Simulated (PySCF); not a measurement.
A PySCF script (with the pyscf-properties extension) for the NMR shieldings of SMILES FC(F)C1=CCOBCB1, C₅H₈B₂F₂O, on a GFN2-xTB geometry:

```python
import basis_set_exchange as bse
import numpy as np
from pyscf import gto, dft
from pyscf.prop import nmr

atoms = """
F     3.217009    0.741115   -0.151322
C     2.434501   -0.368483   -0.200021
F     2.851764   -1.151108    0.834227
C     0.956740   -0.080963   -0.081125
C     0.572347    1.193364    0.064053
C    -0.831161    1.702189    0.183959
O    -1.816125    1.054898   -0.594983
B    -2.136360   -0.227064   -0.527809
C    -1.394785   -1.235071    0.475239
B     0.025110   -1.329165   -0.144914
H     2.682501   -0.904527   -1.130504
H     1.316528    1.980887    0.092687
H    -0.858297    2.756804   -0.111493
H    -1.124217    1.640729    1.243712
H    -2.991434   -0.566879   -1.252104
H    -1.915199   -2.182907    0.569784
H    -1.386448   -0.739664    1.447317
H     0.388767   -2.277837   -0.728361
"""
names = dict.fromkeys(["F", "C", "O", "B", "H"], "pcSseg-1")
basis = {el: gto.basis.parse(bse.get_basis(n, elements=[el], fmt="nwchem")) for el, n in names.items()}
mol = gto.M(atom=atoms, basis=basis, charge=0, verbose=0)
mf = dft.RKS(mol, xc="PBE0")
mf.grids.level = 2
mf.grids.alignment = dft.numint.BLKSIZE   # the property module wants whole blocks of grid points
mf.conv_tol = 1e-9
mf.kernel()

calc = nmr.RKS(mf)   # GIAO
C = mf.mo_coeff
Co = C[:, mf.mo_occ > 0]
resp = mf.gen_response(singlet=True, hermi=2)
def vind(x):   # induced exchange potential for any number of trial vectors
    d = np.einsum("pi,xij,qj->xpq", C, 2 * x.reshape(-1, C.shape[1], Co.shape[1]), Co, optimize=True)
    return np.einsum("xpq,pi,qj->xij", resp(d - d.transpose(0, 2, 1)), C, Co, optimize=True).ravel()
mo1, _ = nmr.rhf.solve_mo1(calc, with_cphf=vind)
sigma = calc.kernel(mo1)
for i, s in enumerate(sigma):   # ppm
    print("%2d %-2s %9.2f" % (i, mol.atom_pure_symbol(i), np.trace(s) / 3))
```

Question: What are the results?

Answer: 
```
 0 F     322.18
 1 C      64.31
 2 F     296.18
 3 C      33.39
 4 C      31.81
 5 C     116.20
 6 O     113.87
 7 B      55.17
 8 C     142.93
 9 B      31.98
10 H      24.80
11 H      24.16
12 H      26.24
13 H      26.55
14 H      26.35
15 H      28.33
16 H      29.94
17 H      24.56
```

These numbers come from an equivalent density-fitted implementation of the same equations, which agrees with the script to about 0.01 ppm for H and up to a few tenths of a ppm for heavy atoms, so last digits may differ.

Size and cost of the density-fitted run: 210 basis functions, 69 s wall time on 1 thread of an Arm Neoverse N1, shared host; peak memory 0.86 GiB.
